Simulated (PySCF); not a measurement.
Excitation energy of As²⁺ by level of theory

As²⁺ [Ar] 3d10 4s2 4p1 (2P) → As²⁺ [Ar] 3d10 4s2 4d1 (2D), as a difference of total energies. Calculation: PySCF 2.14, in aug-cc-pVDZ-PP with ECP10MDF (5s4p3d, 32 functions); a scalar-relativistic core potential. Correlated levels: valence: 3s2 3p6 3d10 frozen. The calculations carry no spin-orbit coupling.

```
           method  excitation energy (eV)
              UHF                  13.682
              LDA                  12.918
              PBE                  12.675
             PBE0                  13.008
           r2SCAN                  13.217
          LC-wPBE                  13.523
          wB97M-V                  13.191
            wB97X                  13.392
             MN15                  12.769
    MP2 (valence)                  13.504
SCS-MP2 (valence)                  13.452
```

Problem. How much does correlation contribute at MP2 (valence)?

Solution. 13.504 − (13.682) = -0.178 eV, measured against UHF.

The promoted electron is Rydberg-like, and one or two diffuse shells describe it only roughly, which tends to raise the upper state.
